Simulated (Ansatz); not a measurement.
C2H4AlBS. Total charge 0; spin multiplicity 1. The bonds changed during the relaxation, so this is another structure than the one it started from.

| atom | x (Å) | y (Å) | z (Å) |
| --- | --- | --- | --- |
| C1 | -1.111 | -0.165 | 1.292 |
| Al2 | -0.221 | 0.010 | -0.411 |
| B3 | 1.969 | 0.206 | -0.991 |
| C4 | 0.982 | 0.197 | -1.904 |
| S5 | -0.644 | 0.122 | -2.561 |
| H6 | -0.398 | -0.187 | 2.117 |
| H7 | -1.700 | -1.084 | 1.311 |
| H8 | -1.794 | 0.674 | 1.441 |
| H9 | 2.916 | 0.226 | -0.293 |

(1) List the harmonic frequencies (cm⁻¹, unscaled) at PBE0-D4/def2-TZVP in Ansatz. (An estimate is asked.)

(2) Is this a minimum?

(3) Give the ideal-gas thermochemistry at 298.15 K and 1 bar (rigid rotor, harmonic oscillator; point group Cs, symmetry number 1).

## Answers

(1) Computed: 37, 123, 153, 286, 309, 376, 566, 582, 627, 678, 685, 713, 822, 1217, 1436, 1439, 1657, 2822, 3057, 3142, 3158.

(2) Yes, all 21 modes are real.

(3) Zero-point energy 142.9 kJ/mol; H(298) − E = 164.1 kJ/mol; entropy 352.4 J/(mol·K), of which translation 166.0, rotation 112.6, vibration 73.8; G(298) − E = 59.0 kJ/mol. Modes under 100 cm⁻¹ are hindered rotations or soft bends, so the harmonic entropy is rough.
